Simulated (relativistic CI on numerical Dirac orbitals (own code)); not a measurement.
# Spin-allowed bands of a d8 ion in an octahedral site, by hand

Problem. Take Δ = 7250 cm⁻¹ and B = 760 cm⁻¹ for a d8 ion in an octahedral site. Calculate the three spin-allowed bands.

Working.
1. The terms of highest spin are 3F (energy 0) and 3P (15B = 11400 cm⁻¹). Here the F term splits into A2 at −1.2Δ = -8700, T2 at −0.2Δ = -1450 and T1 at +0.6Δ = 4350 cm⁻¹.
2. The two T1 states mix through the element 0.4Δ: H = [[4350, 2900], [2900, 11400]], with roots ½(H₁₁ + H₂₂) ∓ ½√[(H₂₂ − H₁₁)² + 4H₁₂²] = ½(15750) ∓ ½(9129) = 3310 and 12440 cm⁻¹.
3. The ground term is 3A2 at -8700 cm⁻¹.
4. Bands: 3T2 7250 cm⁻¹ (1379 nm), 3T1(F) 12010 cm⁻¹ (833 nm), 3T1(P) 21140 cm⁻¹ (473 nm).

Check. Exact diagonalisation of the whole d8 shell with these parameters gives 3T2 7250, 3T1 12010, 3T1 21140 cm⁻¹. The match is exact, since without spin-orbit coupling no other term has this spin. The ratio of the second band to the first, 1.657, depends on Δ/B = 9.5 alone, which is how a Tanabe-Sugano diagram is read.
